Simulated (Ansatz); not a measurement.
C2H5AlFGa (`F/[C]([GaH2])=[CH]/[AlH2]`), one more setting.

```yaml
crystal:
  periodic: [false, false, false]
  atoms:
    - {symbol: F, position_ang: [0.184746, -2.604317, 0.235196]}
    - {symbol: C, position_ang: [0.115943, -1.313188, 0.125710]}
    - {symbol: Ga, position_ang: [1.543052, -0.181000, 0.450382]}
    - {symbol: C, position_ang: [-0.954213, -0.699562, -0.222276]}
    - {symbol: Al, position_ang: [-0.851372, 1.200580, -0.324785]}
    - {symbol: H, position_ang: [0.910680, 1.238219, 0.176035]}
    - {symbol: H, position_ang: [2.975385, -0.187180, 0.852318]}
    - {symbol: H, position_ang: [-1.800833, -1.285859, -0.423125]}
    - {symbol: H, position_ang: [-1.426167, 2.004726, 0.838693]}
    - {symbol: H, position_ang: [-0.697211, 1.827581, -1.708158]}
basis:
  gaussian: {orbitals: ANO-RCC-VTZP}
hamiltonian: {xc: {name: B97}}
```

```sh
$ ansatz run in.yaml --threads 4 --pin off --events-out ev --progress --plain --max-ram 10444MiB
```

Output, abridged:

```
Functional definition: B97
1811 factors; their error is unknown
mean field evaluation 1: about -64367.1694 eV, gradient 6.2e1 eV
mean field evaluation 2: about -64343.7240 eV, gradient 1.1e2 eV
mean field evaluation 4: about -64375.3178 eV, gradient 9.6e0 eV
mean field evaluation 8: about -64375.5019 eV, gradient 2.8e-1 eV
mean field evaluation 16: about -64375.7038 eV, gradient 4.0e-4 eV
mean field -64375.70384314 eV, -2365.7634808162 hartree, gradient 5.7e-5 eV, S^2 0.000000; 0 other end points of the search recorded, 0 dependent functions left out
reference -64375.70389357 eV, -2365.7634826692 hartree; 35, 35 occupied and 202, 202 virtual orbitals, 1811 factors
Total energy: -64375.70389357 eV, -2365.7634826692 hartree
Relativity: scalar
```

It took 6 s on 4 threads of an Intel Xeon 6975P-C on a shared host, with 0.76 GiB of host memory at the peak.
